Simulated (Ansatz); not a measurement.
Wavefunction ladder for `[F][In-]([F])([F])[NH2+][SiH3]`

Z-matrix (Å, degrees):
```
In
F 1 1.954
F 1 1.945 2 117.9
F 1 1.945 2 117.9 3 153.8
N 1 2.262 2 94.1 3 -103.2
Si 5 1.802 1 113.0 2 -0.6
H 5 1.017 1 105.9 2 122.9
H 5 1.017 1 105.8 2 -124.0
H 6 1.474 5 106.5 1 -60.9
H 6 1.485 5 107.8 1 -179.6
H 6 1.474 5 106.5 1 61.6
```

Total charge 0; spin multiplicity 1. Correlated methods include outer-core shells of In, which these sets cover unevenly. In takes the def2 core potential. The geometry is a stationary point of PBE0-D4/def2-TZVP. It is one conformer, not always the lowest. Frozen core, restricted reference, the Gaussian-basis code of Ansatz.

| basis | HF (Eh) | MP2 corr. | CCSD corr. | (T) | CCSD(T) total |
| --- | --- | --- | --- | --- | --- |
| def2-SVP | ? | ? | -0.97023 | ? | ? |
| def2-TZVPP | -834.13573 | -1.38968 | – | – | – |
| def2-QZVPP | -834.16472 | ? | – | – | – |

Problem. Fill in the withheld values. (An estimate is asked.)

Solution. The calculation gave: def2-SVP HF (Eh): -833.56877; def2-SVP MP2 corr.: -0.93405; def2-SVP (T): -0.01813; def2-SVP CCSD(T) total: -834.55713; def2-QZVPP MP2 corr.: -1.68134.
